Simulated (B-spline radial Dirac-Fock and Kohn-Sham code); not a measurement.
## M3 edges in EELS at 100 kV and 5 mrad, Pd to Os

These are calculated numbers from a radial B-spline solver; the model is the first Born approximation with generalised oscillator strengths from a Dirac-Hartree-Slater potential (longitudinal and transverse terms; continuum final states only, so no white lines or fine structure). Partial cross sections in barn for windows above the edge. Edges are tabulated values, any marked * orbital energies of the model.

| Z | element | edge (eV) | Δ = 50 eV | Δ = 100 eV | Δ = 200 eV |
| --- | --- | --- | --- | --- | --- |
| 46 | Pd | 532.3 | 351 | 642 | 1050 |
| 50 | Sn | 714.6 | 152 | 287 | 485 |
| 51 | Sb | 766.4 | 128 | 238 | 403 |
| 55 | Cs | 1003.0 | 62.8 | 113 | 190 |
| 57 | La | 1128.0 | 39.1 | 72.9 | 126 |
| 59 | Pr | 1242.0 | 29.2 | 54.4 | 95.0 |
| 60 | Nd | 1297.0 | 25.2 | 46.9 | 82.2 |
| 61 | Pm | 1357.0 | 21.6 | 40.4 | 71.0 |
| 62 | Sm | 1419.8 | 18.6 | 34.8 | 61.3 |
| 63 | Eu | 1481.0 | 16.1 | 30.1 | 53.3 |
| 64 | Gd | 1544.0 | 13.5 | 25.5 | 45.5 |
| 67 | Ho | 1741.0 | 9.27 | 17.3 | 30.9 |
| 68 | Er | 1812.0 | 8.10 | 15.1 | 27.0 |
| 69 | Tm | 1885.0 | 7.09 | 13.2 | 23.7 |
| 70 | Yb | 1950.0 | 6.28 | 11.7 | 20.9 |
| 71 | Lu | 2024.0 | 5.27 | 9.96 | 18.0 |
| 72 | Hf | 2107.0 | 4.46 | 8.51 | 15.5 |
| 75 | Re | 2367.0 | 2.77 | 5.41 | 10.0 |
| 76 | Os | 2457.0 | 2.37 | 4.67 | 8.70 |
